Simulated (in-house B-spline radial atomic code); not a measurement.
Configurations of Zn⁴⁺, with energies counted from [Ar] 3d8. Computed with a B-spline radial code for spherical atoms: non-relativistic RPBE, spin-polarised, spherical fractional occupations, point nucleus. Shells without spins written out take the highest spin.

Occupations are held fixed; configurations that lie above the ionisation limit could autoionise.

```
                         configuration  E - E(ref) (eV)  highest orbital  its <r> (bohr)
                          [Ar] 3d7 4s1           25.465            4s up           1.815
                          [Ar] 3d7 4p1           35.819            4p up           2.015
[Ar] 3d(2 up, 5 down) 4f(1 up, 0 down)           62.155            4f up           3.451
                  [Ne] 3s2 3p5 3d8 4s1           99.626            4s up           1.812
                  [Ne] 3s2 3p5 3d8 4d1           125.19            4d up           2.561
                  [Ne] 3s2 3p5 3d8 4f1           136.31            4f up           3.419
```

(1) Order these further configurations by energy, lowest first.
A. [Ne] 3s2 3p(2 up, 3 down) 3d(4 up, 4 down) 4d(1 up, 0 down)
B. [Ar] 3d(3 up, 4 down) 4d(1 up, 0 down)
C. [Ar] 3d7 4d1
D. [Ne] 3s2 3p5 3d9
E. [Ne] 3s2 3p5 3d8 4p1

(2) How far above the reference does [Ar] 3d7 4f1 lie?

(3) How far above the reference does [Ne] 3s2 3p(3 up, 2 down) 3d(4 up, 5 down) lie?

Results:

(1) C (50.946 eV), B (54.054 eV), D (73.675 eV), E (110 eV), A (128.27 eV).

(2) 62.038 eV; its least bound orbital is 4f up with <r> = 3.423 bohr.

(3) 75 eV; its least bound orbital is 3d down with <r> = 0.7687 bohr.
